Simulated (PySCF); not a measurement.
# From orbital energies to excitation energies

Species: 3-tert-butylpyridine, C₉H₁₃N.
InChI=1S/C9H13N/c1-9(2,3)8-5-4-6-10-7-8/h4-7H,1-3H3

Computed with TDDFT PBE0/def2-SVPD, vertical, gas phase, core orbitals frozen in the response in PySCF 2.14.0, density-fitted response routines. Geometry: PBE0-D3(BJ)/def2-SVP; no solvent, vibrations or thermal averaging. Torsions of this conformer, `[CH3:1][C:2]([CH3:3])([CH3:4])[c:5]1[cH:6][cH:7][cH:8][n:9][cH:10]1`: C1–C2–C5–C6 -1°.

Orbital energies (eV): HOMO-3 -9.30, HOMO-2 -8.19, HOMO-1 -7.30, HOMO -7.22, LUMO -0.70, LUMO+1 -0.42, LUMO+2 0.52.

Task: Among the lowest singlets, which states do these configurations lead, and at what energies: HOMO-3→LUMO, HOMO→LUMO+2, HOMO→LUMO, HOMO-1→LUMO, HOMO-1→LUMO+1, HOMO-1→LUMO+2, HOMO→LUMO+1?

Result: 

| state | leading configuration | weight | Δε (eV) | E (eV) | E − Δε (eV) | f | other configurations |
| --- | --- | --- | --- | --- | --- | --- | --- |
| S1 | HOMO→LUMO | 0.99 | 6.52 | 4.83 | -1.69 | 0.0034 | – |
| S2 | HOMO→LUMO+1 | 0.99 | 6.81 | 5.12 | -1.69 | 0.0001 | – |
| S3 | HOMO-1→LUMO | 0.78 | 6.60 | 5.49 | -1.11 | 0.053 | H-2→L+1 (22%) |
| S4 | HOMO-1→LUMO+1 | 0.78 | 6.89 | 6.20 | -0.68 | 0.074 | H-2→L (20%) |
| S5 | HOMO-1→LUMO+2 | 0.79 | 7.82 | 6.87 | -0.95 | 0.0027 | H→L+2 (15%) |
| S6 | HOMO→LUMO+2 | 0.77 | 7.74 | 6.88 | -0.87 | 0.0024 | H-1→L+2 (16%) |
| S8 | HOMO-3→LUMO | 0.88 | 8.59 | 7.26 | -1.33 | 0.0014 | – |

E − Δε runs from -1.69 to -0.68 eV. By orbital difference alone the order would be S1, S3, S2, S4, S6, S5, S8. Δε is the difference of the two orbital energies.

H and L stand for HOMO and LUMO. The other states: S7 7.21 eV, f 0.633, H-2→L (52%), H-2→L+1 (23%), H-1→L+1 (12%); S9 7.27 eV, f 0.322, H-2→L+1 (49%), H-2→L (22%), H-1→L (13%); S10 7.50 eV, f 0.031, H-1→L+3 (89%).

Task: Which computed triplets share their leading configuration (75% or more) with a singlet, and how far apart are the partners?

Result: 

```json
{"configuration": "HOMO→LUMO", "triplet": "T1", "E(T) (eV)": "4.13", "singlet": "S1", "E(S) (eV)": "4.83", "E(S) − E(T) (eV)": "+0.70"}
{"configuration": "HOMO-1→LUMO", "triplet": "T3", "E(T) (eV)": "4.46", "singlet": "S3", "E(S) (eV)": "5.49", "E(S) − E(T) (eV)": "+1.03"}
```

The 4 triplets are Tamm–Dancoff values, the singlets full response.

Summed over the main configurations (up to three a state, each over 8%) of all 10 singlets, the electron leaves HOMO-1 with weight 3.64, HOMO with weight 2.90, HOMO-2 with weight 1.88 and HOMO-3 with weight 0.88.

The vertical ionisation energy (ΔSCF) is 9.05 eV, 1.55 eV above S10.

On an x86-64 server with one thread, no GPU (shared host), this took 6.0 min wall.
